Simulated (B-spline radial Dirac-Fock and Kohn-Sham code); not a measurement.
## Ge⁴⁺: eigenvalues, ΔSCF and the reference

System: the Ge⁴⁺ ion in the configuration [Ar] 3d9 4s1 (not the ground configuration).

The density-functional columns are spherical, spin-unpolarised Dirac-Kohn-Sham results without Breit or QED terms: −ε is minus the orbital energy of the initial state and ΔSCF the difference of two total energies. The reference in the last column comes from Dirac-Fock energy differences between relaxed states, corrected for Breit and QED terms. All numbers are from a B-spline atomic structure program, in eV; a selection of levels is shown. For the 1s level of heavy atoms much of the gap between ΔSCF and the reference is the Breit and QED part, -22.4 eV here; for other levels the error of the functional can be larger.

```
     level   LDA −ε  LDA ΔSCF  Dirac-Fock
    K (1s)  11000.2   11200.3     11179.5
   L1 (2s)   1431.5    1466.0      1494.0
L2 (2p1/2)   1281.6    1323.3      1325.4
L3 (2p3/2)   1249.8    1290.5      1294.1
M2 (3p1/2)    178.1     192.3       199.5
M3 (3p3/2)    173.7     187.7       195.1
 M4,5 (3d)    88.45     101.9       99.32
   N1 (4s)    56.04     62.22       60.18
```

Values without a named source are computed, but for edge energies of neutral atoms, which are taken from tables.
